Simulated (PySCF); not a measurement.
# Löwdin shares of the frontier orbitals

Species: BF₄H₂P.
Z-matrix (Å and degrees, PBE0-D3(BJ)/def2-SVP geometry), rows numbered from 1:
```
F 
P   1  1.6001
B   2  2.2313  1  122.59
F   3  1.3421  2  103.42  1   -59.42
F   3  1.3420  2  104.18  1    63.86
F   3  1.3573  2   93.47  1  -177.67
H   2  1.4209  1  101.36  3   130.43
H   2  1.4205  1  101.29  3  -128.64
```

Theory: TDDFT PBE0/def2-SVPD, vertical, gas phase, core orbitals frozen in the response (PySCF 2.14.0, density-fitted response routines).

Frontier orbitals with the atoms that hold most of them (Löwdin shares over 4%, at most four atoms; ? is withheld):

```json
{"orbital": "HOMO-3", "ε (eV)": "-12.10", "atoms": "F6 42%, F4 28%, F5 22%, B3 6%"}
{"orbital": "HOMO-2", "ε (eV)": "-11.73", "atoms": "P2 22%, F1 18%, F5 16%, F4 14%"}
{"orbital": "HOMO-1", "ε (eV)": "-11.28", "atoms": "?"}
{"orbital": "HOMO", "ε (eV)": "-9.25", "atoms": "P2 40%, F1 12%, F6 10%, F4 9%"}
{"orbital": "LUMO", "ε (eV)": "?", "atoms": "?"}
{"orbital": "LUMO+1", "ε (eV)": "-0.07", "atoms": "P2 53%, H7 16%, H8 16%, F1 6%"}
{"orbital": "LUMO+2", "ε (eV)": "0.08", "atoms": "P2 25%, H7 21%, H8 21%, B3 19%"}
```

(1) Which atoms hold the LUMO, and with what shares?

(2) Give the leading atoms of the HOMO-1.

(3) What is the LUMO energy, and the HOMO–LUMO gap?

Results:

(1) P2 (bonded to B, F and 2 H) 48%; F1 (bonded to P) 17%; H7 (bonded to P) 11%; H8 (bonded to P) 11%. By element: phosphorus 48%, hydrogen 22%, fluorine 17% or more.

(2) F4 (bonded to B) 35%; F5 (bonded to B) 35%; F6 (bonded to B) 29%.

(3) ε(LUMO) = -1.62 eV; the gap is 7.64 eV (0.2807 hartree).

**Question.** How does S1 compare with the orbital gap of 7.64 eV?

**Answer.** S1 is at 6.11 eV (f = 0.015), 1.53 eV below the gap, made of HOMO→LUMO (99%). 

**Question.** Give energy, strength and leading configuration of S1, S2, S4 and S5, and follow the Löwdin shares of the leading atoms from the occupied to the empty orbital.

**Answer.** 
- S1 (6.11 eV, f 0.015), HOMO→LUMO (99%): P2 40% → 48%, F1 12% → 17%
- S2 (8.05 eV, f 0.066), HOMO→LUMO+1 (82%): P2 40% → 53%, F1 12% → 6%, H7 at most 9% → 16%
- S4 (8.38 eV, f 0.028), HOMO-2→LUMO (72%): P2 22% → 48%, F1 18% → 17%
- S5 (8.42 eV, f 0.0018), HOMO-1→LUMO (95%): F4 35% → at most 11%, F5 35% → at most 11%, P2 at most 1% → 48%, F1 at most 1% → 17%
